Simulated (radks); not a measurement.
The numbers below are computed, except where a source is named.
Tc1.5+, 41.5 electrons, occupied as [Kr] 4d4 5s1.5 (fractional occupations, a model configuration). Level of theory: scalar-relativistic Kohn-Sham, LDA (Slater exchange, Perdew-Wang correlation), spin-unpolarised, spherical densities, finite nucleus; Fermi nuclear charge, rms radius 4.4112 fm (a radial shooting solver on a logarithmic mesh with Libxc functionals).

Unscreened Slater integrals over Kohn-Sham orbitals (hartree).

integral,value
"F0(5s,5s)",0.32006
"F0(5s,4d)",0.38183
"G2(5s,4d)",0.075773
"F0(5s,4p)",0.39960
"G1(5s,4p)",0.029289
"F0(5s,4s)",0.40392
"G0(5s,4s)",0.019081
"F0(4d,4d)",0.57393
"F2(4d,4d)",0.28586
"F4(4d,4d)",0.18630
"F0(4d,4p)",0.65314
"F2(4d,4p)",0.31716
"G1(4d,4p)",0.39466
"G3(4d,4p)",0.24032
"F0(4d,4s)",0.67441
"G2(4d,4s)",0.28368
"F0(4p,4p)",0.77535
"F2(4p,4p)",0.40673
"F0(4p,4s)",0.81181
"G1(4p,4s)",0.54987
"F0(4s,4s)",0.85462

Derived for the open shells (J is the average intra-shell exchange parameter used in DFT+U). 4d: Racah B = F2/49 - 5 F4/441 = 0.003722 hartree, C = 35 F4/441 = 0.01479 hartree, C/B = 3.97, F4/F2 = 0.652, J = (F2 + F4)/14 = 0.03373 hartree.
